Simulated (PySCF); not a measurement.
Sc⁺: excitation energy

Sc⁺ [Ar] 3d1 4s1 (3D) → Sc⁺ [Ar] 3d2 (3F), as a difference of total energies. Computed with PySCF 2.14 in x2c-QZVPPall, with the spin-free X2C one-electron Hamiltonian (Gaussian nucleus). Correlated levels: valence and next inner shell: [Ne] frozen. The calculations carry no spin-orbit coupling.

| method | excitation energy (eV) |
| --- | --- |
| UHF | 0.911 |
| MP2 (valence and next inner shell) | 0.770 |
| SCS-MP2 (valence and next inner shell) | 0.793 |
| CCSD (valence and next inner shell) | 0.800 |
| CCSD(T) (valence and next inner shell) | 0.806 |

Task: How much does correlation contribute at CCSD(T) (valence and next inner shell)?

Result: 0.806 − (0.911) = -0.105 eV, measured against UHF.

Errors of the correlated levels include the incompleteness of this basis and the frozen core.

For comparison: 0.596 eV (measured; NIST levels, between the centres of gravity of the two terms).
